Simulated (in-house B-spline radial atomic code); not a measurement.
The numbers below are computed, except where a source is named.
## Making a Troullier-Martins s channel for Ge, r_c = 2.47 bohr

Ge, [Ar] 3d10 4s2 4p2, non-relativistic LDA (VWN5), spherical and spin-unpolarised, from an all-electron radial atomic-structure program (B-spline basis) (atomic units). The all-electron 4s level is ε = -0.426523 hartree, its outermost node lies just inside 0.79 bohr and its outer maximum at 1.76 bohr.

Inside r_c the pseudo-orbital is u(r) = r^1 exp(p(r)), with p = c0 + c2 r² + c4 r⁴ + … + c12 r¹². The seven coefficients follow from p and its first four derivatives at r_c, from zero curvature of the screened potential at the origin, c4 = −c2²/(2l + 5), and from the norm inside r_c. At r_c the all-electron orbital has P = 0.6139805, P' = -0.3001345, the screened potential V = -0.4961721, V' = 0.4379592, V'' = -0.5673399, and the norm inside is Q = 0.7048048.

Q: What are p, p' and p'' at r_c?

A: p = ln(P/r_c^1) = ln(0.6139805/2.47) = -1.39201. p' = P'/P − 1/r_c = -0.48883 − 0.40486 = -0.89369. The radial equation gives p'' = 2(V − ε) − 2(1) p'/r_c − p'² = -0.13930 − (-0.72364) − 0.79869 = -0.21435. Differentiating, p''' = 2V' + 2(1)p'/r_c² − 2(1)p''/r_c − 2p'p'' = 0.37339, and p'''' = 2V'' − 4(1)p'/r_c³ + 4(1)p''/r_c² − 2(1)p'''/r_c − 2p''² − 2p'p''' = -0.76483.

For a trial c2 the five matching conditions are linear in c0, c6, c8, c10 and c12, and c2 is varied until the norm inside r_c equals Q. The root nearest zero gives:

```json
{"n": "0", "c_n": "-0.9377456"}
{"n": "2", "c_n": "0.1563726"}
{"n": "4", "c_n": "-0.004890479"}
{"n": "6", "c_n": "-0.02849792"}
{"n": "8", "c_n": "0.007061582"}
{"n": "10", "c_n": "-0.0006881095"}
{"n": "12", "c_n": "2.478396e-05"}
```

Q: Check c4 and p(r_c), and find the screened pseudopotential at the origin.

A: −c2²/5 = -0.00489048, as listed. The terms c_n r_c^n are -0.93775, 0.95401, -0.18203, -6.47135, 9.78313, -5.81604, 1.27801, which sum to -1.39201. Inverting the radial equation, V_l(r) = ε + 1 p'/r + (p'' + p'²)/2, so V_l(0) = ε + (2l + 3) c2 = -0.426523 + 3 × (0.156373) = 0.0426 hartree, finite where the all-electron potential diverges.

Orbitals and screened potentials:

```json
{"r (bohr)": "0.247", "P": "0.02149", "u": "0.09763", "V all-electron": "-60.24", "V pseudo": "0.04039"}
{"r (bohr)": "0.618", "P": "-0.2464", "u": "0.2563", "V all-electron": "-10.66", "V pseudo": "-0.03467"}
{"r (bohr)": "0.988", "P": "0.3093", "u": "0.4393", "V all-electron": "-3.752", "V pseudo": "-0.3562"}
{"r (bohr)": "1.359", "P": "0.657", "u": "0.625", "V all-electron": "-1.838", "V pseudo": "-0.8858"}
{"r (bohr)": "1.729", "P": "0.7546", "u": "0.7331", "V all-electron": "-1.081", "V pseudo": "-1.133"}
{"r (bohr)": "2.1", "P": "0.7132", "u": "0.7117", "V all-electron": "-0.707", "V pseudo": "-0.8124"}
{"r (bohr)": "2.47", "P": "0.614", "u": "0.614", "V all-electron": "-0.4962", "V pseudo": "-0.4962"}
```

Logarithmic derivatives P'/P at R = 2.77 bohr, for energies E around ε:

```
E − ε (hartree)  all-electron     pseudo
           -0.5       0.77759   0.768928
          -0.25      0.326762   0.321178
           -0.1     -0.115036  -0.116913
              0     -0.583085  -0.583085
            0.1      -1.38969   -1.39763
           0.25      -5.68307   -6.13383
            0.5        4.6327    3.99781
```

Q: With P(R) = 0.5223273 and a norm of 0.8018894 inside R, what slope in energy does norm conservation fix?

A: d(P'/P)/dE = −2 × (norm inside R)/P(R)² = -5.8784 per hartree·bohr at E = ε, for both atoms, since orbital and norm agree at R. Differences over ±0.1 hartree give -6.3733 (all-electron) and -6.4036 (pseudo), which also hold third-order terms. Half a hartree below ε the two curves differ by -0.0087.
